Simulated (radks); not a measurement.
Results of a calculation; reference values are marked as such.
Question: The mean radii <r> (bohr) of the occupied orbitals of an atom or ion are listed with their occupations. Level of theory: Dirac Kohn-Sham, LB94 model potential, spin-unpolarised, spherical densities, finite nucleus; Fermi nuclear charge, rms radius of each element as measured or else 0.836 A^(1/3) + 0.57 fm (a radial shooting solver on a logarithmic mesh with Libxc functionals).

| orbital | occ. | <r> |
|---|---|---|
| 1s1/2 | 2 | 0.01578 |
| 2s1/2 | 2 | 0.06566 |
| 2p1/2 | 2 | 0.05374 |
| 2p3/2 | 4 | 0.06279 |
| 3s1/2 | 2 | 0.1706 |
| 3p1/2 | 2 | 0.1610 |
| 3p3/2 | 4 | 0.1773 |
| 3d3/2 | 4 | 0.1538 |
| 3d5/2 | 6 | 0.1588 |
| 4s1/2 | 2 | 0.3739 |
| 4p1/2 | 2 | 0.3737 |
| 4p3/2 | 4 | 0.4069 |
| 4d3/2 | 4 | 0.4068 |
| 4d5/2 | 6 | 0.4169 |
| 4f5/2 | 6 | 0.4105 |
| 4f7/2 | 7 | 0.4152 |

Name the element and its charge. Open shells, if any, fill j = l - 1/2 first.

Answer: Z = 83, bismuth, charge +24: Bi24+ in [Kr] 4d10 4f13. The 1s radius gives Z: for a bare nucleus <r> = (2 gamma + 1)/(2Z) with gamma = sqrt(1 - (Z/c)^2), 0.01561 bohr for Z = 83, and screening makes it slightly larger (0.01578 here). The occupations add up to 59, and the charge is Z minus that.
